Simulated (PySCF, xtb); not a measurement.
C3H5O2, SMILES CCO[C]=O, multiplicity 2. The values are those of a single conformer.

Harmonic wavenumbers (cm⁻¹) from GFN2-xTB (xtb) at its own minimum, in rising order: 44, 178, 232, 323, 491, 685, 722, 835, 1008, 1094, 1103, 1166, 1227, 1284, 1399, 1434, 1475, 1486, 1876, 2968, 2996, 3042, 3044, 3047.

**Question.** What does PBE0-D3(BJ)/def2-SVP run with PySCF give at its own minimum? (An estimate is asked for; the answer gives what the named calculation found.)

**Answer.** 75, 226, 288, 335, 470, 759, 820, 853, 1032, 1119, 1174, 1228, 1314, 1374, 1412, 1456, 1470, 1480, 1925, 3067, 3097, 3166, 3167, 3185. Paired by order, the mean absolute difference is 58 cm⁻¹ and the zero-point energies are 47.4 and 49.3 kcal/mol.
